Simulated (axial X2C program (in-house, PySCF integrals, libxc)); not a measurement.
## NSnO: properties at the nuclei

Computed with an in-house all-electron X2C program for linear molecules (integrals from PySCF): two-component X2C with atomic mean-field Coulomb and Gaunt terms, Gaussian nuclei, basis N dyall-av3z, Sn dyall-v3z, O dyall-av3z with contracted cores.

N–Sn–O held linear, with bonds 1.930 and 1.816 Å (near the PBE0 minimum at charge 0 of the determinant lowest at the starting distance; the state shown can have its own minimum elsewhere, held linear; other orders of the atoms were not compared).

Input and command:
```json
{"zs": [7, 50, 8], "q": 0, "bas": ["dyall-av3z", "dyall-v3z", "dyall-av3z"], "r0": [1.9, 1.87], "symm": 0, "scan": ["PBE0", "HF", "LDA"], "levels": ["PBE0", "HF", "BHandHLYP"], "nst": 2}
```
```bash
python solin.py task.json out
```

Keys: zs atomic numbers; q charge; bas basis sets; r0 starting distance in Å; symm equal bonds; scan levels of the two-bond scan; levels methods; nst determinants followed.

Determinant lowest in the PBE0 search, Ω = 3/2 (⟨Sz⟩ = 0.50, ⟨Lz⟩ = 1.00 at PBE0), spin on the atoms N 0.56, Sn -0.07, O 0.01:

```
    level  Eeff magnitude (GV/cm)  Ws magnitude Sn (kHz)  A∥/gI N (MHz)  qzz N (a.u.)  A∥/gI Sn (MHz)  qzz Sn (a.u.)  A∥/gI O (MHz)  qzz O (a.u.)  μ (D)
     PBE0                    1.82                  0.753           85.8          0.55           -53.5          -6.96           25.6          1.43  -0.75
       HF                    17.5                   6.96             56          0.32             114          -7.77           2.41          2.05  -1.64
BHandHLYP                    3.76                   1.53           93.7          0.64           -98.5          -8.17           19.1          1.56  -0.97
```

Eeff is the effective electric field on the electron electric dipole moment in this Ω state and Ws the scalar–pseudoscalar constant of the nucleus named (defined with the proton number Z and per Ω); A∥ (defined per Ω) follows by multiplying with gI = μI/(I μN); qzz is the electric field gradient, eQq0 = 234.96 MHz × Q/barn × qzz; μ is positive if the O end (last atom) is positive. The operators were transformed with the bare-nucleus X2C matrices; with these basis sets, hyperfine constants and field gradients can be off by tens of per cent, and where levels differ in sign neither size nor sign is settled.

(1) With gI(14N) = 0.4038, Q(14N) = 0.02044 barn, Q(17O) = -0.02558 barn (g factors from the IAEA table of nuclear moments by Stone; Q from Pyykkö, Mol. Phys. 2018), turn the PBE0 values of the first state into constants in MHz.

The molecule was held linear; bending was not examined, so a bent shape may lie lower.

Each state is one determinant with collinear spin. Unrestricted Hartree–Fock can overshoot spin polarisation at the nuclei. Where Eeff spreads by more than a factor of two the levels disagree and none is to be relied on. The search compared states at one distance, so a state with another bond length can lie lower. Further determinants of the search, some of them spin-mixed, are not shown. Where a field gradient or hyperfine factor spreads by more than a factor of two over the levels, a constant derived from it is not to be relied on.

## Answers

(1) A∥(14N) = 85.8 × 0.4038 = 34.6 MHz; eQq0(14N) = 234.96 × (0.02044) × (0.55) = 2.64 MHz; eQq0(17O) = 234.96 × (-0.02558) × (1.43) = -8.59 MHz.
